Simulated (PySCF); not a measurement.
## Working out the excitation energy of Si

Si [Ne] 3s2 3p2 (3P) → Si [Ne] 3s1 3p3 (5S). All numbers are calculated (PySCF 2.14, scalar relativity by spin-free X2C-1e, in x2c-TZVPPall with one added diffuse shell each of s, p, d type (6s6p4d1f, 51 functions)). Frozen: 1s2. Energies in hartree (1 hartree = 27.21139 eV):

```tsv
part	Si (lower)	Si (upper)
UHF	-289.454361	-289.356425
MP2 opposite-spin	-0.154125	-0.104963
MP2 same-spin	-0.056096	-0.064776
```

Task: What does Hartree-Fock give?

Result: (-289.356425) − (-289.454361) = 0.097936 hartree = 2.665 eV.

Task: What do MP2 and SCS-MP2 (6/5 opposite-spin, 1/3 same-spin) give?

Result: The opposite-spin parts differ by 1.338 eV and the same-spin parts by -0.236 eV. MP2: 2.665 + (1.338) + (-0.236) = 3.767 eV. SCS-MP2: 2.665 + 1.2 × (1.338) + (-0.236)/3 = 4.192 eV.
